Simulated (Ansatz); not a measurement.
C$_{2}$H$_{10}$SiSn (`C[SiH2][SnH2][CH3]`), charge 0, multiplicity 1.

(1) Give a relaxed structure at PBE0-D4/def2-TZVP (Ansatz 0.2.0). (An estimate is asked.)

Results:

(1) Ansatz gave: 
Z-matrix (Å, degrees):
```
C
Si 1 1.879
H 1 1.092 2 110.8
H 1 1.092 2 110.7 3 120.0
H 1 1.092 2 110.8 3 -120.0
Sn 2 2.566 1 111.4 3 59.6
H 2 1.491 1 109.8 3 -60.9
H 2 1.490 1 110.1 3 -178.7
C 6 2.149 2 110.9 1 -58.4
H 6 1.716 2 110.5 1 61.5
H 6 1.714 2 111.4 1 -179.5
H 9 1.090 6 110.0 2 -59.8
H 9 1.090 6 110.0 2 60.2
H 9 1.090 6 109.9 2 -179.9
```
This is one stationary point; other conformers may exist.
